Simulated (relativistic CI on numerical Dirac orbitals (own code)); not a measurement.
## Slater and spin-orbit integrals, Lu⁵²⁺

These numbers are calculated, not measured: Dirac-Coulomb-Breit CI, KLI orbitals optimised for each configuration, a model potential for QED, unscaled Slater integrals (own radial code, finite nucleus).

Slater integrals F^k, G^k are unscaled and averaged over j, outside the closed core [Ne]; ζ comes from projecting the Hamiltonian with its Breit term on Σ l·s of the shell.

- 3s²3p⁶3d: ζ(3d) = 204920 cm⁻¹; <r>(3d) = 0.1734, <r^2>(3d) = 0.03472 (bohr units).
- 3s²3p⁵3d²: ζ(3p) = 1.5e+06, F^2(3d,3d) = 591160, F^4(3d,3d) = 382550, F^2(3p,3d) = 506010, G^1(3p,3d) = 529950, G^3(3p,3d) = 356560, ζ(3d) = 203240 cm⁻¹; <r>(3p) = 0.1952, <r^2>(3p) = 0.04415, <r>(3d) = 0.1736, <r^2>(3d) = 0.03481 (bohr units).
- 3s3p⁶3d²: F^2(3d,3d) = 590810, F^4(3d,3d) = 382310, G^2(3s,3d) = 405600, ζ(3d) = 204100 cm⁻¹; <r>(3s) = 0.1989, <r^2>(3s) = 0.04523, <r>(3d) = 0.1737, <r^2>(3d) = 0.03485 (bohr units).

(1) Give the Racah parameters of the d shell in 3s²3p⁵3d².

Averages of the first 10 configurations, taken without configuration mixing, which lowers the lowest level and can move excited configurations by several eV; other configurations of the list can lie among them:

| Configuration | Parity | States | Average energy above the lowest level (eV) |
| --- | --- | --- | --- |
| 3s²3p⁶3d | even | 10 | 38.8 |
| 3s²3p⁵3d² | odd | 270 | 426.8 |
| 3s3p⁶3d² | even | 90 | 819.9 |
| 3s²3p⁶4s | even | 2 | 1926.7 |
| 3s²3p⁶4p | odd | 6 | 2076.3 |
| 3s²3p⁶4d | even | 10 | 2235.5 |
| 3s²3p⁵3d4s | odd | 120 | 2304.2 |
| 3s²3p⁶4f | odd | 14 | 2348.1 |
| 3s²3p⁵3d4p | even | 360 | 2454.1 |
| 3p⁶3d³ | even | 120 | 1612.4 |

Answers

(1) B = F²/49 − 5F⁴/441 = 7727 cm⁻¹ and C = 35F⁴/441 = 30361 cm⁻¹.
